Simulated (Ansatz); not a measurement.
Born–Oppenheimer molecular dynamics of AlH6NO2Si (11 atoms, charge 0, multiplicity 1). It starts from a relaxed structure.

Level of theory: RKS B3LYP-D4/def2-SVP in Ansatz.

- ensemble: NVE (velocity Verlet)
- time step: 1 fs
- steps asked: 250
- starting velocities drawn for: 400 K
- seed: 538536

First frame:

```xyz
11
Properties=species:S:1:pos:R:3
Al -0.171 -0.311 -0.299
O -0.741 -0.302 1.302
Si -1.251 -0.287 2.865
H -2.599 -0.921 2.984
H -0.301 -1.043 3.736
H -1.345 1.114 3.374
N 1.500 0.117 -0.653
H 1.899 0.130 -1.585
H 2.195 0.383 0.035
O -1.176 -0.727 -1.605
H -2.100 -0.980 -1.544
```

Question: How far do the bonds stretch over the last three quarters of this one trajectory? (Pairs bonded in most of those frames.)

Answer: 
```json
{"bond": "Al1–O2", "mean (Å)": "1.710", "spread (Å)": "0.031", "shortest": "1.64", "longest": "1.76"}
{"bond": "Al1–N7", "mean (Å)": "1.764", "spread (Å)": "0.020", "shortest": "1.73", "longest": "1.80"}
{"bond": "Al1–O10", "mean (Å)": "1.694", "spread (Å)": "0.012", "shortest": "1.67", "longest": "1.72"}
{"bond": "O2–Si3", "mean (Å)": "1.648", "spread (Å)": "0.022", "shortest": "1.61", "longest": "1.70"}
{"bond": "Si3–H4", "mean (Å)": "1.505", "spread (Å)": "0.058", "shortest": "1.41", "longest": "1.58"}
{"bond": "Si3–H5", "mean (Å)": "1.497", "spread (Å)": "0.007", "shortest": "1.48", "longest": "1.51"}
{"bond": "Si3–H6", "mean (Å)": "1.499", "spread (Å)": "0.017", "shortest": "1.47", "longest": "1.53"}
{"bond": "N7–H8", "mean (Å)": "1.015", "spread (Å)": "0.010", "shortest": "0.99", "longest": "1.03"}
{"bond": "N7–H9", "mean (Å)": "1.016", "spread (Å)": "0.018", "shortest": "0.99", "longest": "1.05"}
{"bond": "O10–H11", "mean (Å)": "0.962", "spread (Å)": "0.024", "shortest": "0.92", "longest": "1.00"}
```

Mean temperature of the second half: 200 K. The conserved energy stayed within 0.91 meV per atom of its start (net change 0.59 meV per atom), so the integration is sound. Over the second half the temperature averaged 0.50 of the 400 K drawn at the start: a run that starts near a minimum puts about half its kinetic energy into the potential. A run of 0.25 ps of so small a system gives no equilibrium averages.

The run took 5.5 min on 4 threads of Arm Neoverse V1, with other jobs on the host, peak memory 0.24 GiB.
